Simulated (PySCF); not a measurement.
Vertical excitation energies

Compound: C3H8O2SSi.
SMILES: `CS[SiH2]OC(C)=O`

Level of theory: TDDFT PBE0/def2-SVPD, vertical, gas phase, core orbitals frozen in the response (PySCF 2.14.0, density-fitted response routines). One conformer (not necessarily the lowest) at the PBE0-D3(BJ)/def2-SVP geometry, without solvent, vibrations or thermal averaging. Torsions of this conformer, `[CH3:1][S:2][SiH2:3][O:4][C:5]([CH3:6])=[O:7]`: C1–S2–Si3–O4 177°, S2–Si3–O4–C5 -179°, Si3–O4–C5–C6 180°.

Problem. What does the calculation give for the low-lying excited states?

Solution. 

| state | E (eV) | ν̃ (cm⁻¹) | f | \|μ\| (D) | main configurations (H = HOMO, L = LUMO) |
| --- | --- | --- | --- | --- | --- |
| S1 | 5.34 | 43040 | 0.0008 | 0.20 | H→L (96%) |
| S2 | 5.87 | 47350 | 0.0009 | 0.20 | H-1→L+1 (95%) |
| S3 | 6.03 | 48630 | 0.0051 | 0.47 | H→L+1 (98%) |
| S4 | 6.26 | 50490 | 0.016 | 0.83 | H→L+2 (84%) |
| S5 | 6.69 | 53970 | 0.016 | 0.80 | H→L+3 (86%), H→L+2 (8%) |
| S6 | 6.70 | 54050 | 0.0042 | 0.41 | H→L+5 (79%), H→L+4 (13%) |
| S7 | 7.08 | 57080 | 0.075 | 1.67 | H-1→L (87%) |
| S8 | 7.26 | 58540 | 0.0001 | 0.04 | H→L+4 (68%), H→L+5 (12%), H→L+7 (8%) |
| S9 | 7.32 | 59040 | 0.0027 | 0.31 | H-2→L (84%) |
| S10 | 7.53 | 60700 | 0.061 | 1.47 | H→L+6 (98%) |

Triplets (Tamm–Dancoff): T1 5.02 eV, H→L (88%); T2 5.33 eV, H-1→L+1 (95%); T3 5.93 eV, H→L+1 (86%); T4 6.03 eV, H→L+3 (42%), H→L+2 (40%), H→L+5 (10%).

The lowest singlet comes at 232 nm (515 kJ/mol) in the ultraviolet; it is very weak; its leading configuration is HOMO→LUMO (96%). The most intense listed level is S7 at 7.08 eV (175 nm, f = 0.075), 1.74 eV above S1. Löwdin shares by element: HOMO sulfur 70%, carbon 10% or more, silicon 10%; LUMO sulfur 30%, silicon 22%, carbon 12% or more, hydrogen 6% or more (atoms not listed hold the other 29%). Weighted by f, the mean energy of these states is 7.07 eV. The listed states span 2.19 eV, and the widest gap between neighbours is 0.53 eV (S1 to S2). The oscillator strengths of these states sum to 0.183; summed over the whole spectrum of an exact calculation they would give the number of electrons, 72 (Thomas–Reiche–Kuhn). The vertical ionisation energy (ΔSCF) is 9.14 eV, 1.61 eV above S10. The window holds the lowest 10 singlets.
